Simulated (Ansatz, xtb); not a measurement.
C3H10BN: which of two structures lies lower

Structure I: `B[C@@H](C)CN`, a singlet. Structure II: a singlet given by its coordinates. Both are isolated molecules in the gas phase, relaxed with B3LYP/def2-SVP; the shapes shown needn't be the lowest conformers.

I (Å):

```yaml
atoms:
  - { symbol: C, position_ang: [-0.1158, 0.8013, 0.9384] }
  - { symbol: C, position_ang: [0.8393, -0.3790, 0.7055] }
  - { symbol: C, position_ang: [-0.7815, 1.2968, -0.3581] }
  - { symbol: B, position_ang: [-1.0489, 0.7197, 2.1836] }
  - { symbol: N, position_ang: [-1.7201, 0.3008, -0.8726] }
  - { symbol: H, position_ang: [-0.7199, 0.0964, 3.1660] }
  - { symbol: H, position_ang: [-2.0734, 1.3651, 2.2327] }
  - { symbol: H, position_ang: [0.4894, 1.6636, 1.3340] }
  - { symbol: H, position_ang: [0.2872, -1.2188, 0.2573] }
  - { symbol: H, position_ang: [1.2973, -0.7278, 1.6440] }
  - { symbol: H, position_ang: [1.6510, -0.1123, 0.0075] }
  - { symbol: H, position_ang: [-0.0083, 1.4564, -1.1306] }
  - { symbol: H, position_ang: [-1.2417, 2.2902, -0.1687] }
  - { symbol: H, position_ang: [-2.0057, 0.5308, -1.8239] }
  - { symbol: H, position_ang: [-2.5744, 0.3015, -0.3129] }
```

II (Å):

```yaml
atoms:
  - { symbol: C, position_ang: [-0.6307, 0.5446, 0.4366] }
  - { symbol: C, position_ang: [-1.2265, 1.9390, 0.4399] }
  - { symbol: C, position_ang: [-0.0194, 0.1388, -0.8904] }
  - { symbol: B, position_ang: [-1.0611, -0.5364, 1.5095] }
  - { symbol: N, position_ang: [0.3209, 0.3244, 1.5987] }
  - { symbol: H, position_ang: [-0.8617, -1.7078, 1.2758] }
  - { symbol: H, position_ang: [-1.8554, -0.2264, 2.3693] }
  - { symbol: H, position_ang: [-0.5060, 2.7104, 0.1062] }
  - { symbol: H, position_ang: [-2.0867, 1.9712, -0.2479] }
  - { symbol: H, position_ang: [-1.6054, 2.2185, 1.4355] }
  - { symbol: H, position_ang: [0.4535, -0.8543, -0.8352] }
  - { symbol: H, position_ang: [-0.8118, 0.0716, -1.6530] }
  - { symbol: H, position_ang: [0.7301, 0.8678, -1.2541] }
  - { symbol: H, position_ang: [1.2165, -0.1071, 1.3819] }
  - { symbol: H, position_ang: [0.4153, 1.0879, 2.2645] }
```

Close contacts (Å): C1–C2 1.52, C1–C3 1.52, C1–B4 1.58, C1–N5 1.52, B4–N5 1.63, C2–H8 1.11, C2–H9 1.10, C2–H10 1.10, C3–H11 1.10, C3–H12 1.10, C3–H13 1.11, B4–H6 1.21, B4–H7 1.21, N5–H14 1.02, N5–H15 1.02.

Estimate E(II) − E(I) at the level CCSD(T)/def2-SVP + ΔMP2/def2-TZVPP.

Calculated at CCSD(T)/def2-SVP + ΔMP2/def2-TZVPP: E(II) − E(I) = −73.5 kJ/mol, so structure II lies lower.

How the difference moves with the method:

```
                             level        geometry  E(II) − E(I) (kJ/mol)  departure from the last row (kJ/mol)  job, with rough time for the two
                    B3LYP/def2-SVP  B3LYP/def2-SVP                   −75.4                                  −2.0                optimisation, 63 s
                       HF/def2-SVP  B3LYP/def2-SVP                   −46.0                                 +27.4           part of the CCSD(T) run
                      MP2/def2-SVP  B3LYP/def2-SVP                   −88.7                                 −15.2           part of the CCSD(T) run
                  CCSD(T)/def2-SVP  B3LYP/def2-SVP                   −82.6                                  −9.2                      single point
CCSD(T)/def2-SVP + ΔMP2/def2-TZVPP  B3LYP/def2-SVP                   −73.5                                                      single point, 23 s
```

None of the levels shown reverses the order. The largest departure from CCSD(T)/def2-SVP + ΔMP2/def2-TZVPP is that of HF/def2-SVP, 27.4 kJ/mol. Levels run at GFN2-xTB geometries aren't shown. The last row adds to CCSD(T) the change of the MP2 difference between the two basis sets, here +9.2 kJ/mol.

With thermal terms from frequencies at re-optimised GFN2-xTB minima (ideal gas, soft modes damped towards free rotors, one conformer each, 298.15 K, 1 atm): on the last row, ΔE + ΔZPE = −67.1, ΔH = −69.5, ΔG = −63.7 kJ/mol.

The correlated steps freeze 5 core orbitals. Mirror images aren't counted in ΔG. Run with Ansatz 0.2.0, xtb 6.7.1; the last row on 2 threads of Intel(R) Xeon(R) 6975P-C (Granite Rapids) on a shared host.
